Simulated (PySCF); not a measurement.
## ORD: SMILES C[Se][C@@H]1CC[S@]1=O, C4H8OSSe

Geometry:
```tsv
atom	x (Å)	y (Å)	z (Å)
C1	2.394	-0.002	0.277
Se2	1.074	-0.214	1.704
C3	-0.536	0.067	0.626
C4	-0.904	-0.980	-0.419
C5	-1.432	0.011	-1.446
S6	-0.478	1.421	-0.679
O7	-1.393	2.490	-0.311
H8	3.371	-0.138	0.732
H9	2.242	-0.757	-0.490
H10	2.313	0.998	-0.140
H11	-1.349	0.295	1.315
H12	-1.618	-1.730	-0.079
H13	-0.018	-1.496	-0.789
H14	-1.176	-0.179	-2.484
H15	-2.493	0.220	-1.345
```

Method: TDDFT wB97X-D/aug-cc-pVDZ circular dichroism and optical rotation, one conformer, gas phase in PySCF 2.14.0. Geometry: GFN2-xTB.

The molecule is flexible and this is one conformer; a measurement averages over conformers. The calculation is non-relativistic, which matters for the atoms heavier than Zn.

Stereocentres: C3 R, S6 R.

Q: What is the specific rotation at 633, 589.3, 546, 436, 405, 365, 355 nm?

A: [α] in deg dm⁻¹ (g/mL)⁻¹:
| λ (nm) | origin-invariant length gauge | modified velocity gauge | length gauge (centre of mass) | isotropic polarisability (au) |
| --- | --- | --- | --- | --- |
| 633 | -144.8 | -140.2 | -146.2 | 102.4 |
| 589.3 | -165.7 | -160.1 | -167.3 | 102.9 |
| 546 | -190.1 | -183.4 | -192.1 | 103.5 |
| 436 | -259.9 | -247.6 | -263.2 | 106.2 |
| 405 | -263.6 | -248.2 | -267.6 | 107.5 |
| 365 | -190.3 | -168.0 | -195.4 | 109.8 |
| 355 | -135.5 | -110.5 | -141.0 | 110.5 |

Q: And for the mirror image at 589.3 nm?

A: +165.7 deg dm⁻¹ (g/mL)⁻¹ (origin-invariant length gauge): the same size and the opposite sign.

Q: What is the molar rotation [Φ] = [α]·M/100 of the geometry above at 589.3 nm?

A: With M = 183.14 g/mol, -303.4 deg cm² dmol⁻¹ (origin-invariant length gauge).

The first excitation lies at 4.70 eV (264 nm) with R = +39.1 × 10⁻⁴⁰ esu² cm² (velocity form).
